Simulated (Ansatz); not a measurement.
Cost and result for the atomization energy of C$_{5}$H$_{12}$O$_{2}$, SMILES `CCOCOCC` (19 atoms, 18 bonds).

Cartesian coordinates in Å:
```
C 1.841 2.108 1.702
C 0.844 1.153 1.101
O 0.990 1.183 -0.307
C 0.059 0.428 -0.979
O 0.300 -0.936 -0.753
C -0.663 -1.783 -1.339
C -1.908 -1.952 -0.490
H 1.672 3.124 1.340
H 1.754 2.109 2.791
H 2.858 1.815 1.438
H 1.005 0.134 1.470
H -0.185 1.444 1.364
H -0.964 0.691 -0.654
H 0.172 0.659 -2.047
H -0.169 -2.749 -1.472
H -0.927 -1.417 -2.342
H -1.642 -2.330 0.499
H -2.449 -1.013 -0.364
H -2.589 -2.667 -0.960
```

Total charge 0; spin multiplicity 1. The geometry is a stationary point of PBE0-D4/def2-TZVP. It is a higher conformer; a search finds a lower one. Program: Ansatz. All runs use 2 threads of an AMD EPYC 7R13 on a shared host and a share of an NVIDIA H100 80 GB. Times are those of one run each, without the atoms' runs, and a repeat can differ threefold. Electronic energies, without spin–orbit coupling; frozen cores. CCSD(T)/CBS adds CCSD(T) − MP2 in def2-TZVPP to the MP2 limit, and its time is that of the two runs behind it. T1 = 0.011. B3LYP takes the VWN-RPA correlation (the form of Gaussian; ORCA's B3LYP/G).

CCSD(T)/CBS is a level of theory with its own doubt, some kJ/mol a heavy atom from the limit and from the frozen cores, so smaller differences don't rank the functionals.

```csv
level,functions,wall time
PBE0-D4/def2-TZVPP,385,4.1 s
CCSD(T)/def2-SVP,158,4.2 s
BLYP-D4/def2-TZVPP,385,4.4 s
r2SCANh-D4/def2-TZVPP,385,4.6 s
r2SCAN-D4/def2-TZVPP (with forces),385,5.5 s
PBE-D4/def2-TZVPP (with forces),385,5.5 s
BHLYP-D4/def2-TZVPP,385,5.5 s
B97M-V/def2-TZVPP,385,5.5 s
B3LYP-D4/def2-TZVPP (with forces),385,6.5 s
ωB97X-V/def2-TZVPP,385,8 s
MP2/def2-QZVPP,759,9 s
CCSD(T)/def2-TZVPP,385,26 s
CCSD(T)/CBS(def2),–,35 s
```

**Question.** What atomization energy does each give, and how far from CCSD(T)/CBS? (Estimate.)

**Answer.** Computed: 
| level | atomization (kcal/mol) | difference from CCSD(T)/CBS | per bond |
| --- | --- | --- | --- |
| PBE0-D4/def2-TZVPP | 1788.5 | 8.0 | 0.4 |
| CCSD(T)/def2-SVP | 1706.1 | -74.4 | -4.1 |
| BLYP-D4/def2-TZVPP | 1776.4 | -4.1 | -0.2 |
| r2SCANh-D4/def2-TZVPP | 1774.5 | -6.0 | -0.3 |
| r2SCAN-D4/def2-TZVPP (with forces) | 1784.4 | 3.9 | 0.2 |
| PBE-D4/def2-TZVPP (with forces) | 1818.9 | 38.4 | 2.1 |
| BHLYP-D4/def2-TZVPP | 1730.0 | -50.5 | -2.8 |
| B97M-V/def2-TZVPP | 1780.5 | 0.0 | 0.0 |
| B3LYP-D4/def2-TZVPP (with forces) | 1780.6 | 0.1 | 0.0 |
| ωB97X-V/def2-TZVPP | 1783.6 | 3.1 | 0.2 |
| MP2/def2-QZVPP | 1787.0 | 6.5 | 0.4 |
| CCSD(T)/def2-TZVPP | 1740.0 | -40.5 | -2.2 |
| CCSD(T)/CBS(def2) | 1780.5 | 0.0 | 0.0 |

The D4 term adds +12.4 kcal/mol with B3LYP and +6.7 kcal/mol with PBE0; it sums over pairs of atoms, weighted by their polarisabilities, and B3LYP, whose exchange is more repulsive, gets the larger term. Leaving LDA and LC-ωPBE aside and taking each functional with its dispersion term where it has one, the values spread over 89.0 kcal/mol, from BHLYP-D4 to PBE-D4. LDA lies +234.9 kcal/mol from PBE without D4, its usual overbinding. From r2SCAN to r2SCAN0 (25 % exact exchange), in def2-TZVPP and without D4, the atomization energy moves by −24.1 kcal/mol: exact exchange takes away binding that semilocal exchange gives to molecules.
